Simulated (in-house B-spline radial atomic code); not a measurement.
**wB97X excitations of Ne IX (Ne8+)**

Method: wB97X. Computed with a B-spline radial code for spherical atoms: linear response of the closed shell 1s2 with the functional's adiabatic kernel; scalar-relativistic (spin-free one-electron X2C), finite nucleus, no spin-orbit coupling, no double excitations, S, P, D and F terms only.

Command:
```bash
python run_td.py task.json out
```
Settings (radii: box in bohr, nucleus in fm):
```
Z                        10
electrons                2
configuration            1s2
hamiltonian              x2c
method                   wb97x
box_radius               11.59
rms_radius               3.0055
intervals                71
```

Run time, properties included: 0.3 s on 1 thread of Arm Neoverse N1, on a shared host.

The lowest states, in the order of their Tamm-Dancoff energies; the method's threshold (minus the highest occupied level) is 1150.75 eV. Labels give the largest channel, * marks a mixed state, and oscillator strengths are full-response dipole values. Semilocal kernels can invert the small singlet-triplet splittings of Rydberg terms. Energies in eV:

```tsv
state	full response	Tamm-Dancoff	oscillator strength
1s → 2s 3S	?	?	-
1s → 2s 1S	899.68	899.83	-
1s → 2p 3P	901.86	902.01	-
1s → 2p 1P	908.56	908.69	0.66
1s → 3s 3S	1035.95	1035.98	-
1s → 3s 1S	1038.40	1038.44	-
1s → 3p 3P	1039.21	1039.24	-
1s → 3p 1P	?	?	?
1s → 3d 3D	1041.40	1041.40	-
1s → 3d 1D	1042.17	1042.17	-
1s → 4s 3S	1085.09	1085.11	-
1s → 4s 1S	1086.10	1086.11	-
1s → 4p 3P	1086.35	1086.36	-
1s → 4p 1P	1087.09	1087.10	0.0544
1s → 4d 3D	1087.16	1087.16	-
1s → 4f 3F	1087.39	1087.39	-
```

Q: Where does 1s → 2s 3S lie?

A: At 889.36 eV in full response, 889.48 eV in Tamm-Dancoff.

Q: Where does 1s → 3p 1P lie?

A: At 1040.94 eV in full response, 1040.97 eV in Tamm-Dancoff, oscillator strength 0.139.

Q: How large is the singlet-triplet splitting of 1s → 2s (S terms) in Tamm-Dancoff?

A: 10.4 eV, from the unrounded values.

Q: What polarisabilities and dispersion coefficient does the method give?

A: Dipole 0.001049 bohr³, quadrupole 4.018e-05 bohr⁵, C6 3.232e-05 hartree·bohr⁶ for two such species.
